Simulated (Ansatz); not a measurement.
Species: sum formula HSiO (charge 0, doublet). It need not be the lowest isomer of its formula. 
Geometry from a B3LYP-D3(BJ)/def2-TZVP (Ansatz, a program for electronic structure) optimisation:
SMILES: O=[SiH]
```xyz
3

Si    -0.0147    -0.5041    -0.0112
O     -0.1485     1.0191     0.0164
H      1.3936    -1.0954     0.0249
```
Charge 0, spin multiplicity 2.

Basis-set convergence of Hartree-Fock and MP2 correlation energies (hartree) with Ansatz. Cores are frozen in the correlated levels unless marked. UHF or UKS for open shells. Spin-orbit coupling is left out. No relativistic terms.

| basis | functions | E(HF) | E(corr, MP2) |
|---|---|---|---|
| aug-cc-pV(D+d)Z | 64 | -364.34099 | -0.28962 |
| aug-cc-pV(T+d)Z | 124 | -364.37532 | -0.34728 |
| aug-cc-pV(Q+d)Z | 215 | -364.38326 | -0.36940 |

Extrapolating the two largest sets (X = 3 and 4) as X^-3: E(corr) = (64·(-0.36940) - 27·(-0.34728))/37 = -0.3855 Eh, an estimate of the basis-set limit. The largest set recovers 95.8 % of it, the smallest 75.1 %.
